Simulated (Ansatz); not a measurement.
CH5B (SMILES BC), charge 0, multiplicity 1, relaxed at each level with Ansatz (a first-principles code); harmonic frequencies from differences of analytic forces, average atomic masses, frozen cores.

| mode | PBE/def2-TZVPP (cm⁻¹) | r2SCAN/def2-TZVPP (cm⁻¹) | B3LYP/def2-TZVPP (cm⁻¹) | PBE0/def2-TZVPP (cm⁻¹) | wB97X-V/def2-TZVPP (cm⁻¹) | CCSD(T)/cc-pVDZ (cm⁻¹) |
|---|---|---|---|---|---|---|
| 1 | 174 | 180 | 159 | 170 | 161 | 169 |
| 2 | 516 | 537 | 564 | 543 | 562 | 549 |
| 3 | 663 | 684 | 689 | 679 | 685 | 678 |
| 4 | 966 | 984 | 974 | 984 | 978 | 971 |
| 5 | 1029 | 1064 | 1068 | 1059 | 1069 | 1063 |
| 6 | 1052 | 1084 | 1093 | 1080 | 1091 | [?] |
| 7 | 1205 | 1245 | 1257 | 1242 | 1257 | [?] |
| 8 | 1273 | 1312 | 1329 | 1317 | 1336 | 1326 |
| 9 | 1370 | 1420 | 1429 | 1418 | 1437 | 1422 |
| 10 | 1423 | 1471 | 1478 | 1467 | 1482 | 1468 |
| 11 | 2512 | 2561 | 2574 | 2569 | 2577 | 2580 |
| 12 | 2584 | 2634 | 2642 | 2642 | 2649 | 2653 |
| 13 | 2900 | 2964 | 2961 | 2987 | 3004 | [?] |
| 14 | 3008 | 3071 | 3061 | 3092 | 3100 | 3099 |
| 15 | 3061 | 3125 | 3108 | 3145 | 3149 | 3153 |

Q: Modes are in rising order at each level. Fill in the missing entries.

A: 
- 13, CCSD(T)/cc-pVDZ (cm⁻¹): 2991
- 7, CCSD(T)/cc-pVDZ (cm⁻¹): 1254
- 6, CCSD(T)/cc-pVDZ (cm⁻¹): 1090
